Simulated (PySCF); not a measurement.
SMILES [OH][Ge]([OH])([OH])[C](C)(C)C (C₄H₁₂GeO₃) (GFN2-xTB optimised geometry):

```
20

C      1.206    -1.408    -0.014
C      0.718     0.033     0.000
C      1.206     0.766    -1.242
C      1.206     0.742     1.256
Ge    -1.330     0.033     0.000
O     -2.024    -0.776     1.402
O     -2.023    -0.777    -1.403
O     -2.024     1.653     0.000
H      0.810    -1.955     0.841
H      0.886    -1.912    -0.924
H      2.294    -1.435     0.031
H      0.886     1.806    -1.223
H      2.294     0.741    -1.287
H      0.810     0.299    -2.142
H      2.294     0.795     1.256
H      0.886     0.206     2.147
H      0.810     1.756     1.301
H     -2.292    -0.177     2.096
H     -2.294    -1.676    -1.230
H     -2.291     1.955    -0.866
```

Level of theory: CAM-B3LYP/def2-SVP (PySCF 2.14.0).

Q: What are the frontier orbital energies and the dipole moment?

A: HOMO-2 -10.03 eV, HOMO-1 -10.03 eV, HOMO -8.76 eV, LUMO 1.56 eV, LUMO+1 2.78 eV; dipole moment 1.04 D.

On the same geometry PBE/def2-SVP (PySCF) gives HOMO-2 -6.68 eV, HOMO-1 -6.68 eV, HOMO -6.07 eV, LUMO -0.34 eV, LUMO+1 0.90 eV; dipole moment 0.87 D.

Meta-Löwdin charges at CAM-B3LYP/def2-SVP: C1 -0.29, C2 -0.10, C3 -0.29, C4 -0.29, Ge5 1.25, O6 -0.70, O7 -0.70, O8 -0.70, H9 0.10, H10 0.09, H11 0.09, H12 0.09, H13 0.09, H14 0.10, H15 0.09, H16 0.09, H17 0.10, H18 0.33, H19 0.33, H20 0.33.
